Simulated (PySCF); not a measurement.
C3H3F4, SMILES F[C](F)CC(F)F, multiplicity 2. Coordinates come from a PBE-D3(BJ)/def2-SVP optimisation. The isomer is the one that the SMILES or the coordinates give; other isomers of the formula were not compared. Other conformers were not sampled.

Computed equilibrium geometry at PBE-D3(BJ)/def2-SVP (PySCF confirms it by a frequency run) as bond lengths and angles (one conformer of several):
Atoms: F1 C2 F3 C4 C5 F6 F7 H8 H9 H10. Bonded distances (Å): F1–C2 1.338, C2–F3 1.345, C2–C4 1.495, C4–C5 1.522, C4–H8 1.108, C4–H9 1.117, C5–F6 1.365, C5–F7 1.366, C5–H10 1.114. Bond angles (°): F1–C2–F3 110.5, F1–C2–C4 115.1, F3–C2–C4 114.8, C2–C4–C5 113.1, C2–C4–H8 109.3, C2–C4–H9 110.1, C5–C4–H8 108.4, C5–C4–H9 108.3, H8–C4–H9 107.5, C4–C5–F6 110.1, C4–C5–F7 109.1, C4–C5–H10 112.7, F6–C5–F7 108.3, F6–C5–H10 108.2, F7–C5–H10 108.5.
Charge 0, spin multiplicity 2.
